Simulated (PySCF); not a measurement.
Problem. What does the PBE0-D3(BJ)/def2-SVP structure of `[CH]1=CC=[CH][GeH2]1` look like in three dimensions?

Solution. 
```xyz
11
C4H6Ge angstrom
C     -0.900    0.715   -0.422
C      0.321    1.278   -0.333
Ge     1.541   -0.097    0.304
C      0.068   -1.366    0.361
C     -1.036   -0.711   -0.048
H     -1.786    1.266   -0.757
H      0.513    2.321   -0.588
H      2.173    0.203    1.675
H      2.656   -0.466   -0.692
H      0.059   -2.417    0.656
H     -2.021   -1.188   -0.113
```

Any rigid rotation of these coordinates is as good. Atoms count from 1 in this order. The 5-membered ring C1–C2–Ge3–C4–C5 has internal angles of 89.8° to 118.0° (sum 540°, against 540° for a flat polygon); it is planar, 0.00 Å rms from its mean plane, widest ring torsion 0°. The 5 heavy atoms lie in one plane (0.000 Å rms). Ge3 (germanium bonded to 2 C and 2 H) has angles from 89.8° to 114.3°. The 3 C–C bonds span 1.348 Å (C1=C2, drawn double) to 1.480 Å (C1–C5, drawn single), a spread of 0.132 Å.

Bonds between heavy atoms (Å): C1=C2 1.348, C2–Ge3 1.945, Ge3–C4 1.945, C4=C5 1.348, C1–C5 1.480.

Method: PBE0-D3(BJ)/def2-SVP geometry optimisation, gas phase (PySCF 2.14.0).

Point group: C2v (every atom within 0.08 Å of its image). Not checked by PBE0-D3(BJ)/def2-SVP frequencies.
